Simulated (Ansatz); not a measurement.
The cluster H₂Au₂⁻, relaxed as a quartet with UKS PBE0-D4/def2-TZVPD in Ansatz, starting from the PBE0-D4/def2-TZVPD geometry of the charge -1 doublet. Force threshold 0.02 eV/Å.

In the def2 sets Au takes a core potential; there is no spin–orbit coupling. The highest occupied level of the charge -1 quartet lies above zero (up to 0.43 eV). The electron is either unbound and held by the finite basis, or the level is raised by self-interaction error. At PBE0-D4/def2-TZVPD a doublet of charge -1 lies 2.78 eV below the quartet, each at its own geometry. The structure comes from a short search, and lower isomers may exist.

Start:

```
atom   x (Å)   y (Å)   z (Å)
 Au1   1.719   0.477   1.191
 Au2  -0.499  -0.204  -0.456
  H3  -1.195  -0.884  -1.755
  H4  -0.025   0.611   1.020
```

Task: Estimate the energy that the relaxation releases and the steps that it takes.

Result: 1.40 eV, in 28 steps; 59 s on 4 threads of Arm Neoverse V1 on a shared host. The force fell under the threshold at step 10, but the optimiser went on and released 0.361 eV more. No frequencies were taken in this run, so the end may be a saddle point.

Task: Does the start keep its bonding and symmetry?

Result: Bonds formed: Au1–H3 (atoms count from 1).

Task: Predict the relaxed structure.

Result: 
```xyz
4

Au    0.3601   -0.2309    1.3321
Au   -0.0652    0.0941   -1.3950
H    -0.6313   -0.9558   -0.0148
H     0.3364    1.0925    0.0776
```
Bond lengths (bridged metal pairs left out): 4 × Au–H 1.82 Å.
